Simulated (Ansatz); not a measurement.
Geometry optimisation, RKS BLYP-D4/def2-SVP in Ansatz 0.2.0.

Input:

```yaml
crystal:
  periodic: [false, false, false]
  atoms:
    - { symbol: B, position_ang: [0.0, 0.0, 0.0] }
    - { symbol: H, position_ang: [0.0, 0.0, 1.54] }
    - { symbol: Cl, position_ang: [1.6108, 0.0, -0.93] }
    - { symbol: F, position_ang: [-1.1431, 0.0, -0.66] }
    - { symbol: O, position_ang: [0.3597, -1.5824, 0.5392] }
    - { symbol: H, position_ang: [-0.2732, -2.2387, 0.1046] }
    - { symbol: H, position_ang: [0.1909, -0.8399, 1.537] }
basis:
  gaussian: { orbitals: def2-SVP }
hamiltonian:
  xc: blyp
  dispersion: d4
relax:
  f_tol: 0.15
  max_steps: 25
  restrain:
    - { distance: [0, 4], at: 2.61, k: 30.0 }
    - { distance: [6, 1], at: 1.86, k: 30.0 }
    - { distance: [0, 1], at: 1.19, k: 30.0 }
    - { distance: [6, 4], at: 1.01, k: 30.0 }
output:
  orbitals: {}
```

Launched with:

```bash
$ ansatz run input.yaml --threads 1 --pin off --max-ram 2048MiB --backend cpu --events-out ev --progress --plain --runs-dir out
```

Q: Where does it end, and by what steps?

A: The forces met the threshold. The restraints hold the end off the free minimum. After 8 steps the energy has fallen by 2.549 eV (the restraints' own energy left out); Cl3 moved furthest, 0.72 Å. Parted: B1–O5 (1.71 → 2.60 Å). Joined: B1–H2 (1.54 → 1.20 Å).

```
step  energy less start (eV)  largest force component (eV/Å)  accepted
   0                  0.0000                           4.080       yes
   1                 -0.7272                           2.634       yes
   2                 -1.4663                           2.134       yes
   3                 -1.9843                           2.084       yes
   4                 -2.3191                           1.232       yes
   5                 -2.3717                           1.779       yes
   6                 -2.5071                           0.983       yes
   7                 -2.5391                           0.659       yes
   8                 -2.5493                           0.604       yes
```

```xyz
7
Properties=species:S:1:pos:R:3
B 0.102 0.285 -0.072
H 0.057 0.379 1.122
Cl 1.570 0.715 -0.953
F -1.014 0.015 -0.747
O 0.354 -2.169 0.759
H -0.572 -2.433 0.584
H 0.249 -1.453 1.437
```

Run time: 25 s on 1 thread of Arm Neoverse V1 (shared host), peak memory 0.16 GiB.
